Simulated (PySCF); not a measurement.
Molecule: 2-methyl-1-fluorobenzene, C₇H₇F.

Geometry:
```json
{"atom": "C1", "x (Å)": "2.196", "y (Å)": "0.558", "z (Å)": "0.070"}
{"atom": "C2", "x (Å)": "0.712", "y (Å)": "0.360", "z (Å)": "0.043"}
{"atom": "C3", "x (Å)": "-0.200", "y (Å)": "1.419", "z (Å)": "0.020"}
{"atom": "C4", "x (Å)": "-1.577", "y (Å)": "1.197", "z (Å)": "0.002"}
{"atom": "C5", "x (Å)": "-2.072", "y (Å)": "-0.106", "z (Å)": "0.007"}
{"atom": "C6", "x (Å)": "-1.187", "y (Å)": "-1.183", "z (Å)": "0.029"}
{"atom": "C7", "x (Å)": "0.177", "y (Å)": "-0.931", "z (Å)": "0.047"}
{"atom": "F8", "x (Å)": "1.025", "y (Å)": "-1.965", "z (Å)": "0.069"}
{"atom": "H9", "x (Å)": "2.687", "y (Å)": "0.008", "z (Å)": "-0.748"}
{"atom": "H10", "x (Å)": "2.631", "y (Å)": "0.182", "z (Å)": "1.009"}
{"atom": "H11", "x (Å)": "2.452", "y (Å)": "1.621", "z (Å)": "-0.025"}
{"atom": "H12", "x (Å)": "0.186", "y (Å)": "2.442", "z (Å)": "0.015"}
{"atom": "H13", "x (Å)": "-2.265", "y (Å)": "2.045", "z (Å)": "-0.016"}
{"atom": "H14", "x (Å)": "-3.148", "y (Å)": "-0.289", "z (Å)": "-0.007"}
{"atom": "H15", "x (Å)": "-1.535", "y (Å)": "-2.218", "z (Å)": "0.033"}
```

Geometry PBE0-D3(BJ)/def2-SVP throughout; GIAO in PySCF, gas phase, one conformer, non-relativistic; equivalent atoms averaged; basis pcSseg-1.

For orientation, B3LYP gives these absolute shieldings σ: C7 8.2, C3 42.3, C5 45.9, C2 47.6, C6 59.1, C1 161.4, F8 288.1, H14 24.23, H13 24.39 ppm.

A run gave: C7 6.4, C3 40.9, C5 45.1, C2 47.4, C6 58.7, C1 163.6, F8 265.8, H14 23.58, H13 23.73 ppm (absolute shieldings σ).

Which functional was used in that run?
A. PBE
B. PBE0
C. LDA
D. OPBE
E. BP86

Results:

C. C3 tells them apart best: LDA gives 40.9, BP86 gives 45.7, PBE gives 45.9, PBE0 gives 47.8, OPBE gives 56.6 ppm.
